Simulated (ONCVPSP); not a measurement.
# Ce (Z = 58), ONCV: configuration errors across variants

* Element: cerium
* Generator: ONCVPSP 4.0.1
* Type: optimised norm-conserving Vanderbilt (ONCV)
* Functional: PBE
* Relativity: scalar-relativistic
* Frozen core: [Kr] 4d10
* Valence charge: 12
* Reference configuration: 4f1 5s2 5p6 5d1 6s2
* Partial waves: 5s+6s: rc 2.15 bohr, ncon 3, nbas 7, qcut 5.9 1/bohr, 2 projectors; 5p: rc 2.85 bohr, ncon 4, nbas 7, qcut 5.8 1/bohr, 2 projectors, debl 1.2 Ha; 5d: rc 4.00 bohr, ncon 4, nbas 8, qcut 3.6 1/bohr, 3 projectors, debl 2.8 Ha; 4f: rc 1.15 bohr, ncon 5, nbas 9, qcut 16 1/bohr, 2 projectors, debl 1.2 Ha
* Local potential: polynomial inside 0.85 bohr (lpopt 5, dvloc0 1 Ha)
* Core correction: Teter function, fcfact 5.25, rcfact 1.8

All-electron excitation energies from the reference (eV): (1) 4f1 5s2 5p6 5d1 6s1 6.070; (2) 4f1 5s2 5p6 5d1 6s0 17.151; (3) 4f1 5s2 5p6 5d0 6s0 36.330; (4) 4f1 5s2 5p6 5d1.5 6s1.5 0.397.

1 further variants failed, have other tests or too few solved ones, and are left out.

A true bound ghost makes a file unfit for plane-wave use even where its test errors are small: the radial tests pick states by their node count and pass the ghost by.

Errors AE − PS in meV (a dash: test not solved or not reliable):

| change | (1) | (2) | (3) | (4) | bound ghosts | GHOST(+) flags above zero |
| --- | --- | --- | --- | --- | --- | --- |
| base | -21 | -133 | -85 | -5.3 | s, p, d | d |
| local potential polynomial inside 0.85 bohr (lpopt 5, dvloc0 3.5 Ha) | -21 | -130 | -85 | -5.3 | s, p | d |
| core correction Teter function fitted to the true core (icmod 2), fcfact 0.7 | -18 | -101 | +71 | -1.1 | s, p, d | d |
| core correction Teter function, fcfact 5.25, rcfact 1.88 | -24 | -155 | -158 | -6.7 | s, p, d | d |
| core correction Teter function, fcfact 2.3, rcfact 1.8 | -20 | -116 | -5.9 | -3.3 | s, p, d | d |

Give the same row for: local potential polynomial inside 1.15 bohr (lpopt 5, dvloc0 3 Ha).

-21, -132, -85, -5.2; bound ghosts: s; GHOST(+) flags above zero: p, d.
